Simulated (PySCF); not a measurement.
# Electronic structure of K (potassium, neutral) at the CAM-B3LYP level

Configuration: [Ar] 4p1, 2P determinant (an excited configuration). Computed with PySCF 2.14 in ANO-RCC-VTZP, with the spin-free X2C one-electron Hamiltonian (Gaussian nucleus).

* Total energy: -602.197 hartree
* One-electron energy: -826.186 hartree
* Hartree (Coulomb) energy: 257.628 hartree
* Exchange-correlation energy: -33.639 hartree
* ⟨S²⟩: 0.7500
* ⟨L²⟩: 2.000
* Sum of ⟨r⟩: 20.70 bohr
* Sum of ⟨r²⟩: 68.20 bohr²
* Traceless quadrupole moment −½Σ⟨3z² − r²⟩ along its main axis: -19.4 e·bohr²
* Langevin diamagnetic susceptibility: -54.0 ×10⁻⁶ cm³/mol

| shell | electrons | mean orbital energy (eV) | spread (eV) | rms radius, mean of both spins (bohr) |
| --- | --- | --- | --- | --- |
| 1s α | 1 | -3550.8 | 0 | 0.0937 |
| 1s β | 1 | -3550.8 | 0 | 0.0937 |
| 2s α | 1 | -365.61 | 0 | 0.421 |
| 2s β | 1 | -365.60 | 0 | 0.421 |
| 2p α | 3 | -290.60 | 0.008 | 0.390 |
| 2p β | 3 | -290.58 | 0.030 | 0.390 |
| 3s α | 1 | -41.507 | 0 | 1.37 |
| 3s β | 1 | -41.473 | 0 | 1.37 |
| 3p α | 3 | -23.631 | 0.059 | 1.56 |
| 3p β | 3 | -23.601 | 0.120 | 1.56 |
| 4p α | 1 | -2.347 | 0 | 6.97 |

Densities and radii are taken from the X2C orbitals without a picture-change correction, which distorts them close to the nucleus.
